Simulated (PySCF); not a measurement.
A calculated (PBE, PySCF 2.14, cc-pVTZ-DK, the spin-free X2C one-electron Hamiltonian (Gaussian nucleus)) atom or ion has these occupied shells.

```json
{"shell": "1s α", "electrons": "1", "orbital energy (eV)": "-2750.9", "rms radius, mean of both spins (bohr)": "0.105"}
{"shell": "1s β", "electrons": "1", "orbital energy (eV)": "-2750.7", "rms radius, mean of both spins (bohr)": "0.105"}
{"shell": "2s α", "electrons": "1", "orbital energy (eV)": "-252.75", "rms radius, mean of both spins (bohr)": "0.484"}
{"shell": "2s β", "electrons": "1", "orbital energy (eV)": "-252.60", "rms radius, mean of both spins (bohr)": "0.484"}
{"shell": "2p α", "electrons": "3", "orbital energy (eV)": "-191.78", "rms radius, mean of both spins (bohr)": "0.454"}
{"shell": "2p β", "electrons": "3", "orbital energy (eV)": "-191.57", "rms radius, mean of both spins (bohr)": "0.454"}
{"shell": "3s α", "electrons": "1", "orbital energy (eV)": "-21.105", "rms radius, mean of both spins (bohr)": "1.66"}
{"shell": "3s β", "electrons": "1", "orbital energy (eV)": "-19.943", "rms radius, mean of both spins (bohr)": "1.66"}
{"shell": "3p α", "electrons": "3", "orbital energy (eV)": "-8.936", "rms radius, mean of both spins (bohr)": "2.01"}
{"shell": "3p β", "electrons": "2", "orbital energy (eV)": "-8.035", "rms radius, mean of both spins (bohr)": "2.01"}
```

(1) Name the element and its charge.

Answers

(1) Cl (chlorine, neutral), in [Ne] 3s2 3p5, 2P determinant.
